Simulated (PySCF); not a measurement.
PySCF input (TPSSh/def2-TZVPD):

```python
from pyscf import gto, scf, dft

mol = gto.M(
    atom='''
    B     0.04661859   -0.36024849    0.32064487
    Cl   -0.03165284    0.98264223   -0.87258709
    N     1.34765678   -0.71434788    0.80951212
    N    -1.13547270   -0.93076015    0.78825076
    H     2.00281384   -1.07040658    0.11462526
    H    -2.04152664   -0.66188270    0.44604065
    H    -1.14157061   -1.65562986    1.48575025
    ''',
    basis='def2-tzvpd',
    charge=0,
    spin=1,
    verbose=4,
)

mf = dft.UKS(mol, xc='tpssh').density_fit(auxbasis='def2-universal-jkfit')
mf.grids.level = 3
mf.conv_tol = 1e-9
mf.max_cycle = 100
mf.max_memory = 1500
mf.kernel()
if not mf.converged:
    mf = mf.newton()
    mf.kernel(mf.make_rdm1())
for _ in range(2):
    mo, _, stable, _ = mf.stability(return_status=True)
    if stable:
        break
    mf.kernel(mf.make_rdm1(mo, mf.mo_occ))
mf.analyze()
```

Output:

```
PySCF version 2.14.0

[INPUT] verbose = 4
[INPUT] num. atoms = 7
[INPUT] num. electrons = 39
[INPUT] charge = 0
[INPUT] spin (= nelec alpha-beta = 2S) = 1
[INPUT] symmetry False subgroup None
[INPUT] Mole.unit = angstrom
[INPUT] Symbol           X                Y                Z      unit          X                Y                Z       unit  Magmom
[INPUT]  1 B      0.046618590000  -0.360248490000   0.320644870000 AA    0.088096367413  -0.680770982888   0.605930987547 Bohr   0.0
[INPUT]  2 Cl    -0.031652840000   0.982642230000  -0.872587090000 AA   -0.059815198665   1.856924693132  -1.648950619931 Bohr   0.0
[INPUT]  3 N      1.347656780000  -0.714347880000   0.809512120000 AA    2.546702224113  -1.349921850864   1.529756201316 Bohr   0.0
[INPUT]  4 N     -1.135472700000  -0.930760150000   0.788250760000 AA   -2.145732424920  -1.758881771159   1.489578053880 Bohr   0.0
[INPUT]  5 H      2.002813840000  -1.070406580000   0.114625260000 AA    3.784769636088  -2.022775278132   0.216610348357 Bohr   0.0
[INPUT]  6 H     -2.041526640000  -0.661882700000   0.446040650000 AA   -3.857926225604  -1.250777029588   0.842894668923 Bohr   0.0
[INPUT]  7 H     -1.141570610000  -1.655629860000   1.485750250000 AA   -2.157255804753  -3.128686999052   2.807661062004 Bohr   0.0

nuclear repulsion = 134.649258432452
number of shells = 70
number of NR pGTOs = 261
number of NR cGTOs = 184
basis = def2-tzvpd
ecp = {}

******** <class 'pyscf.df.df_jk.DFUKS'> ********
method = DFUKS
initial guess = minao
damping factor = 0
level_shift factor = 0
DIIS = <class 'pyscf.scf.diis.CDIIS'>
diis_start_cycle = 1
diis_space = 8
diis_damp = 0
SCF conv_tol = 1e-09
SCF conv_tol_grad = None
SCF max_cycles = 100
direct_scf = False
number electrons alpha = 20  beta = 19
XC library pyscf.dft.libxc version 7.1.2
    S. Lehtola, C. Steigemann, M. J. T. Oliveira, and M. A. L. Marques,  SoftwareX 7, 1–5 (2018)
XC functionals = tpssh
    V. N. Staroverov, G. E. Scuseria, J. Tao, and J. P. Perdew,  J. Chem. Phys. 119, 12129 (2003)
radial grids:
    Treutler-Ahlrichs [JCP 102, 346 (1995); DOI:10.1063/1.469408] (M4) radial grids

becke partition: Becke, JCP 88, 2547 (1988); DOI:10.1063/1.454033
pruning grids: <function nwchem_prune>
grids dens level: 3
symmetrized grids: False
atomic radii adjust function: <function treutler_atomic_radii_adjust>
small_rho_cutoff = 0
Set gradient conv threshold to 3.16228e-05
tot grids = 90160
******** <class 'pyscf.df.df.DF'> ********
auxbasis = def2-universal-jkfit
init E= -596.747408964778
  alpha nocc = 20  HOMO = -0.278287468730717  LUMO = -0.0352263217657627
  beta  nocc = 19  HOMO = -0.318957617128971  LUMO = -0.278287468730717

[...]
  beta  nocc = 19  HOMO = -0.262800143639698  LUMO = -0.142138620874739
  HOMO = -0.26280014364  LUMO = -0.142138620875  gap/eV = 3.28337
Extra cycle  E= -596.502368549414  delta_E= -3.52e-12  |g|= 5.48e-06  |ddm|= 7.97e-06
converged SCF energy = -596.502368549414  <S^2> = 0.75434778  2S+1 = 2.0043431
uhf_internal: lowest eigs of H = [0.10066003 0.23618967 0.28418763]
<class 'pyscf.df.df_jk.DFUKS'> wavefunction is stable in the internal stability analysis
**** SCF Summaries ****
Total Energy =                        -596.502368549414427
Nuclear Repulsion Energy =             134.649258432451916
One-electron Energy =                -1087.017567610570495
Two-electron Energy =                  355.865940628704152
Two-electron Coulomb Energy =          403.206875839739268
DFT Exchange-Correlation Energy =      -47.340935211035131
HOMO-LUMO gap [eV] =                     3.283367273718319
**** MO energy ****
                             alpha | beta                alpha | beta
MO #1   energy= -101.364369981001  | -101.363778897797  occ= 1 | 1
MO #2   energy= -14.2733373002903  | -14.2602360170772  occ= 1 | 1
MO #3   energy= -14.261101988996   | -14.2537780281212  occ= 1 | 1
MO #4   energy= -9.36727516669816  | -9.36678775438667  occ= 1 | 1
MO #5   energy= -7.11309438333793  | -7.11194204750447  occ= 1 | 1
MO #6   energy= -7.10743034526814  | -7.10699414410005  occ= 1 | 1
MO #7   energy= -7.10681391278458  | -7.10613976847431  occ= 1 | 1
MO #8   energy= -6.74324738639204  | -6.74402504248997  occ= 1 | 1
MO #9   energy= -0.878893167876655 | -0.872972560109062 occ= 1 | 1
MO #10  energy= -0.834855621908289 | -0.806098951179762 occ= 1 | 1
MO #11  energy= -0.793853405492968 | -0.774187832595605 occ= 1 | 1
MO #12  energy= -0.524360270937063 | -0.519715849136502 occ= 1 | 1
MO #13  energy= -0.512552318785006 | -0.511760889497709 occ= 1 | 1
MO #14  energy= -0.449468164992851 | -0.438549004889808 occ= 1 | 1
MO #15  energy= -0.406637605604452 | -0.395812308482107 occ= 1 | 1
MO #16  energy= -0.352503781068764 | -0.346046917589589 occ= 1 | 1
MO #17  energy= -0.320943056339283 | -0.308128675219698 occ= 1 | 1
MO #18  energy= -0.296419526029385 | -0.287216601894011 occ= 1 | 1
MO #19  energy= -0.283811030600037 | -0.262800143639698 occ= 1 | 1
MO #20  energy= -0.274601423387867 | -0.142138620874739 occ= 1 | 0
MO #21  energy= -0.0125616533110096 | -0.0104942049147164 occ= 0 | 0
MO #22  energy= 0.0139713715240462 | 0.017522002752555  occ= 0 | 0
MO #23  energy= 0.0253096535488316 | 0.0269817776752958 occ= 0 | 0
MO #24  energy= 0.0365520624293995 | 0.0397932448185862 occ= 0 | 0
MO #25  energy= 0.0454995898210354 | 0.0468001291143305 occ= 0 | 0
MO #26  energy= 0.0517433140819239 | 0.0527374994191855 occ= 0 | 0
MO #27  energy= 0.0698312960158079 | 0.071246620325872  occ= 0 | 0
MO #28  energy= 0.0831282515101838 | 0.0854256122333086 occ= 0 | 0
MO #29  energy= 0.0949736544856331 | 0.098286567038173  occ= 0 | 0
MO #30  energy= 0.112068485182794  | 0.113512578158441  occ= 0 | 0
MO #31  energy= 0.117389827813401  | 0.1196982764861    occ= 0 | 0
MO #32  energy= 0.125546138962166  | 0.126895894338739  occ= 0 | 0
MO #33  energy= 0.134414068700544  | 0.139904404533592  occ= 0 | 0
MO #34  energy= 0.140087588993188  | 0.146383878360902  occ= 0 | 0
MO #35  energy= 0.162796332633642  | 0.164966606041813  occ= 0 | 0
MO #36  energy= 0.179969885511779  | 0.183422434679794  occ= 0 | 0
MO #37  energy= 0.188192049708752  | 0.189161390696849  occ= 0 | 0
MO #38  energy= 0.189093676975495  | 0.192418454807199  occ= 0 | 0
MO #39  energy= 0.209412845374441  | 0.211605424504563  occ= 0 | 0
MO #40  energy= 0.218402284000378  | 0.219847716777655  occ= 0 | 0
MO #41  energy= 0.227659621004526  | 0.228215013375255  occ= 0 | 0
MO #42  energy= 0.232739233919348  | 0.235416619145184  occ= 0 | 0
MO #43  energy= 0.244652411168423  | 0.246655274965911  occ= 0 | 0
MO #44  energy= 0.252406925887348  | 0.254733025091128  occ= 0 | 0
MO #45  energy= 0.26435027679623   | 0.268038854251961  occ= 0 | 0
MO #46  energy= 0.269249004399064  | 0.271343106192861  occ= 0 | 0
MO #47  energy= 0.272539117298702  | 0.273876303079516  occ= 0 | 0
MO #48  energy= 0.285816908766931  | 0.289314759375561  occ= 0 | 0
MO #49  energy= 0.289153867351217  | 0.29206440939244   occ= 0 | 0
MO #50  energy= 0.306254109853465  | 0.310356809374713  occ= 0 | 0
MO #51  energy= 0.314658191999389  | 0.317821153702989  occ= 0 | 0
MO #52  energy= 0.317880107490042  | 0.319717726174048  occ= 0 | 0
MO #53  energy= 0.336094730142045  | 0.337875227312204  occ= 0 | 0
MO #54  energy= 0.360312231435804  | 0.365083957155985  occ= 0 | 0
MO #55  energy= 0.378304526670238  | 0.385303350742233  occ= 0 | 0
MO #56  energy= 0.390429145851038  | 0.393738607905946  occ= 0 | 0
MO #57  energy= 0.395545302538961  | 0.40009372195059   occ= 0 | 0
MO #58  energy= 0.404041930852531  | 0.408227852729246  occ= 0 | 0
MO #59  energy= 0.412034098928124  | 0.413979802453192  occ= 0 | 0
MO #60  energy= 0.440858539742231  | 0.444361574441332  occ= 0 | 0
MO #61  energy= 0.452727020493311  | 0.461201941233552  occ= 0 | 0
MO #62  energy= 0.480506126252838  | 0.484084707848186  occ= 0 | 0
MO #63  energy= 0.484341885872655  | 0.488613611577568  occ= 0 | 0
MO #64  energy= 0.510429617436246  | 0.515359282264088  occ= 0 | 0
MO #65  energy= 0.525387137187108  | 0.529616409168144  occ= 0 | 0
MO #66  energy= 0.534862298262154  | 0.5440436153805    occ= 0 | 0
MO #67  energy= 0.55198340930295   | 0.557630769878683  occ= 0 | 0
MO #68  energy= 0.557873315000983  | 0.560943364109928  occ= 0 | 0
MO #69  energy= 0.576669425263628  | 0.580394739260603  occ= 0 | 0
MO #70  energy= 0.586736652565529  | 0.593585262758844  occ= 0 | 0
MO #71  energy= 0.598092108929495  | 0.601916295693629  occ= 0 | 0
MO #72  energy= 0.613243163099428  | 0.615941842883784  occ= 0 | 0
MO #73  energy= 0.623137640907466  | 0.625723775884142  occ= 0 | 0
MO #74  energy= 0.646327172791217  | 0.652700546359582  occ= 0 | 0
MO #75  energy= 0.654710035883461  | 0.6726334427762    occ= 0 | 0
MO #76  energy= 0.674117630040746  | 0.678533856053286  occ= 0 | 0
MO #77  energy= 0.683702066687346  | 0.686772818585084  occ= 0 | 0
MO #78  energy= 0.694158090910217  | 0.70284847459437   occ= 0 | 0
MO #79  energy= 0.720503363765641  | 0.727938549631535  occ= 0 | 0
MO #80  energy= 0.748563480030681  | 0.756865730705537  occ= 0 | 0
MO #81  energy= 0.782852878068734  | 0.787844839658866  occ= 0 | 0
MO #82  energy= 0.793537055201952  | 0.796348635854815  occ= 0 | 0
MO #83  energy= 0.812148074215481  | 0.817633752043184  occ= 0 | 0
MO #84  energy= 0.832398296409104  | 0.835970602813353  occ= 0 | 0
MO #85  energy= 0.840632791038867  | 0.847452913543176  occ= 0 | 0
MO #86  energy= 0.867180357710671  | 0.872452998149542  occ= 0 | 0
MO #87  energy= 0.893464456451655  | 0.90468955036852   occ= 0 | 0
MO #88  energy= 0.938934120469234  | 0.941297798786632  occ= 0 | 0
MO #89  energy= 0.987983563058098  | 0.992000656642485  occ= 0 | 0
MO #90  energy= 1.06543671405818   | 1.07807971991705   occ= 0 | 0
MO #91  energy= 1.10811230740614   | 1.11456849412466   occ= 0 | 0
MO #92  energy= 1.14307573744369   | 1.15210862782615   occ= 0 | 0
MO #93  energy= 1.16578749767785   | 1.16753816495513   occ= 0 | 0
MO #94  energy= 1.25907542177337   | 1.27334144787178   occ= 0 | 0
MO #95  energy= 1.29795123631749   | 1.30065505365066   occ= 0 | 0
MO #96  energy= 1.30524660813358   | 1.31210498946113   occ= 0 | 0
MO #97  energy= 1.30998101078738   | 1.33128127217187   occ= 0 | 0
MO #98  energy= 1.36509083587593   | 1.37944519805992   occ= 0 | 0
MO #99  energy= 1.39927051652587   | 1.40444473618683   occ= 0 | 0
MO #100 energy= 1.44264446328784   | 1.45248864752698   occ= 0 | 0
MO #101 energy= 1.48290206294947   | 1.49927012705058   occ= 0 | 0
MO #102 energy= 1.53568207186396   | 1.54508374200433   occ= 0 | 0
MO #103 energy= 1.57021603172653   | 1.58967595206394   occ= 0 | 0
MO #104 energy= 1.6118353845265    | 1.62895196090442   occ= 0 | 0
[...]
```

It need not be the lowest isomer of its formula.
